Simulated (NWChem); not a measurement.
System: CH₅FOSi; SMILES OC[SiH2]F

```xyz
9

O      0.6102    -1.8381     0.2241
C     -0.3774    -1.0754    -0.4327
Si    -0.4628     0.7156     0.1472
F      0.8886     1.5184    -0.2712
H      0.4020    -1.8609     1.1639
H     -1.3905    -1.5283    -0.3604
H     -0.1329    -1.0857    -1.5087
H     -1.6241     1.4216    -0.4681
H     -0.5539     0.7413     1.6380
```
Atoms are numbered in this order, from 1.

Program: NWChem. The geometry was optimised at PBE0/def2-SVP. GIAO values for the isolated, static molecule; σ is the absolute isotropic shielding, δ = σ(reference) − σ with the isolated reference molecule computed at the same levels (13C: tetramethylsilane, 19F: trichlorofluoromethane, 1H: tetramethylsilane, 17O: water, 29Si: tetramethylsilane).

Problem. Estimate the computed values for PBE/pcSseg-1. Quantities: δ O1 (ppm); δ C2 (ppm); δ Si3 (ppm); δ F4 (ppm); δ H6 (ppm); δ H7 (ppm); δ H8 (ppm).

Solution. 
```
Quantity     Result
-----------  ------
δ O1 (ppm)     11.7
δ C2 (ppm)     60.5
δ Si3 (ppm)     7.3
δ F4 (ppm)   -246.7
δ H6 (ppm)     3.52
δ H7 (ppm)     4.04
δ H8 (ppm)     5.31
```
